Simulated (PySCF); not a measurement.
These 2 structures share the formula C2H6O2Te. The calculation used PBE0-D3(BJ)/def2-SVP geometry optimisation, gas phase, def2 core potentials past Kr in PySCF. One conformer each; no zero-point energy, no entropy. No frequencies were run at this level. Point groups hold within 0.08 Å.

**Question.** Order them by energy at this level, lowest first, and give relative energies in kcal/mol.
A. `C[Te](C)(=O)=O`
B. Te(OMe)2, `CO[Te]OC`

**Answer.** B (0.0), A (63.5).

```json
{"SMILES": "CO[Te]OC", "E (Eh)": "-497.81692", "E rel (kcal/mol)": "0.0", "dipole (D)": "0.36", "point group": "–", "A, B, C (MHz)": "3459, 2309, 1552"}
{"SMILES": "C[Te](C)(=O)=O", "E (Eh)": "-497.71566", "E rel (kcal/mol)": "63.5", "dipole (D)": "5.56", "point group": "C2v", "A, B, C (MHz)": "2983, 2946, 2938"}
```
